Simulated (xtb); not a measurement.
C9H6N4, SMILES C1=CC2=NC=CC3=NC=CC(=N1)N23. All values are semi-empirical tight-binding results from xtb (GFN2-xTB unless named), good for trends rather than for accurate numbers. Geometry optimised at GFN2-xTB.

Optimised geometry:

```xyz
19

C      0.7843    -2.5815     0.0000
C     -0.5568    -2.3194     0.0000
C     -0.9896    -0.9716     0.0000
N     -2.2696    -0.6750     0.0000
C     -2.6278     0.6115     0.0000
C     -1.7302     1.6419     0.0000
C     -0.3466     1.3428     0.0000
N      0.5502     2.3031     0.0000
C      1.8435     1.9700     0.0000
C      2.2871     0.6775     0.0000
C      1.3362    -0.3713     0.0000
N      1.7194    -1.6280     0.0000
N      0.0000     0.0000     0.0000
H      1.1653    -3.5934     0.0000
H     -1.3090    -3.0875     0.0000
H     -3.6946     0.7876     0.0000
H     -2.0193     2.6773     0.0000
H      2.5294     2.8059     0.0000
H      3.3283     0.4101     0.0000
```

```yaml
point_group_as_xtb_finds_it: C3h
orbital_gap: 1.95 eV
dipole_moment: 0.00 D
zero_point_energy: 84.9 kcal/mol
G − E(el) at 298.15 K (modified RRHO): 64.3 kcal/mol
static polarisability (D4 model): 120.9 bohr³
solvation energy, GFN2-xTB/ALPB(water): -6.5 kcal/mol
solvation energy, GFN2-xTB/ALPB(methanol): -10.0 kcal/mol
```

Computed IR lines (harmonic; lines under 4 % of the strongest left out, lines within 3 cm⁻¹ merged):
ν (cm⁻¹): 757 (w), 822 (w), 1546 (w), 1589 (vs), 3072 (w) (against the strongest line: vs over 80 %, s over 45 %, m over 15 %, w over 4 %, vw less)

Computed atomic charges and the Wiberg bond orders between heavy atoms:
charges (e) C1 0.07, C2 -0.08, C3 0.16, N4 -0.27, C5 0.07, C6 -0.08, C7 0.16, N8 -0.27, C9 0.07, C10 -0.08, C11 0.16, N12 -0.27, N13 -0.01, H14 0.05, H15 0.06, H16 0.05, H17 0.06, H18 0.05, H19 0.06. Bond orders C1–C2 1.53, C2–C3 1.23, C3–N4 1.40, N4–C5 1.34, C5–C6 1.53, C6–C7 1.23, C7–N8 1.40, N8–C9 1.34, C9–C10 1.53, C10–C11 1.23, C1–N12 1.34, C11–N12 1.40, C3–N13 1.13, C7–N13 1.13, C11–N13 1.13.
